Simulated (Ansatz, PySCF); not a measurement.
FeF3, SMILES [F][Fe]([F])[F] (connectivity only; charge and spin as stated), neutral, multiplicity 6. Atoms are numbered in the order given.

```xyz
4

Fe     0.0000     0.0000     0.0000
F      1.7481     0.0000     0.0000
F     -0.8741    -1.5139     0.0000
F     -0.8741     1.5139     0.0000
```
Charge 0, spin multiplicity 6.

Coordinates come from a PBE0-D3(BJ)/def2-SVP optimisation. The spin state was assumed, not searched. The isomer is the one that the SMILES or the coordinates give; other isomers of the formula were not compared.

Two levels are set side by side: PBE-D3(BJ)/def2-SVP (Ansatz, a first-principles code) and PBE0-D3(BJ)/def2-SVP (Ansatz). Each level has its own optimised geometry; the coordinates shown are those of the second. Frequencies come from the Hessian of PySCF at each geometry. Differences are taken from unrounded values.

```
quantity                            PBE0-D3(BJ)
----------------------------------  -----------
mean bond length (Å)                      1.748
bond Fe1–F2 (Å)                           1.748
bond Fe1–F3 (Å)                           1.748
bond Fe1–F4 (Å)                           1.748
highest harmonic wavenumber (cm⁻¹)          741
mean harmonic wavenumber (cm⁻¹)             431
zero-point energy (kcal/mol)               3.69
```

### Question
What does PBE-D3(BJ) give, and how far is it from PBE0-D3(BJ)? (An estimate is asked for; the answer gives what the named calculation found.)

### Answer

```tsv
quantity	PBE-D3(BJ)	PBE-D3(BJ) minus PBE0-D3(BJ)
mean bond length (Å)	1.768	0.020
bond Fe1–F2 (Å)	1.768	0.020
bond Fe1–F3 (Å)	1.768	0.020
bond Fe1–F4 (Å)	1.768	0.020
highest harmonic wavenumber (cm⁻¹)	691	-51
mean harmonic wavenumber (cm⁻¹)	397	-34
zero-point energy (kcal/mol)	3.40	-0.29
```

Exact exchange shortens and stiffens bonds; PBE has none. Differences between two approximate levels are no errors against the true value.
